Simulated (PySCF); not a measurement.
**Electron correlation in F⁺ (fluorine, charge +1)**

[He] 2s2 2p3 3d1, high-spin 5D determinant (an excited configuration). All numbers are calculated (PySCF 2.14, scalar relativity by spin-free X2C-1e, in aug-cc-pVQZ-DK). Frozen: 1s2; 6 electrons correlated.

| level | correlation energy (mhartree) |
| --- | --- |
| CCSD | -133.81 |
| (T) | -1.99 |
| CCSD(T) | -135.80 |

Diagnostics: T1 = 0.0033, D1 = 0.0083, largest double amplitude 0.033.

Q: Is a single reference adequate?

A: Yes: T1 lies below 0.03 and no double amplitude reaches 0.07.
